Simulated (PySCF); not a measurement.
## Electron correlation in Ce (cerium, neutral)

Starting occupation: [Xe] 4f1 5d1 6s2, 4f5/2 with m_j = +5/2, 5d3/2 with m_j = +3/2. Computed with PySCF 2.14 in x2c-SVPall-2c with one added diffuse shell each of s, p, d, f type (8s11p10d4f1g, 128 functions), with X2C-1e with screened-nucleus spin-orbit coupling, Gaussian nucleus. Frozen: [Ar] 3d10; 30 electrons correlated; the 16 highest virtual spinors left out.

MP2 pair energies summed by pair of shells (mhartree):

```tsv
pair	energy	share (%)
4d-4d	-287.91	34.5
4d-5p	-139.09	16.7
5p-5p	-116.71	14.0
4d-4p	-69.90	8.4
5p-6s	-35.26	4.2
4p-4p	-27.99	3.4
5p-5s	-27.44	3.3
4d-5s	-21.22	2.5
6s-6s	-18.25	2.2
4f-5p	-13.87	1.7
4p-5p	-11.55	1.4
4d-4f	-11.19	1.3
4d-4s	-8.71	1.0
4d-6s	-7.91	0.9
4p-5s	-6.61	0.8
5s-5s	-5.34	0.6
4p-4s	-4.75	0.6
4f-4p	-4.58	0.5
5d-6s	-3.03	0.4
5s-6s	-2.04	0.2
4s-4s	-1.92	0.2
4f-5s	-1.63	0.2
5d-5p	-1.62	0.2
4f-6s	-1.54	0.2
4s-5p	-1.44	0.2
4p-6s	-0.66	0.1
4s-5s	-0.52	0.1
4d-5d	-0.36	0.0
4f-4s	-0.35	0.0
4f-5d	-0.16	0.0
```

Total MP2 correlation energy: -833.78 mhartree.

The GHF reference relaxed away from the jj start to a determinant that is no pure jj level (⟨S²⟩ = 1.89, ⟨J²⟩ = 20.33); the energies belong to that determinant.

This basis was not built for core-valence correlation, so the inner-shell part is incomplete.
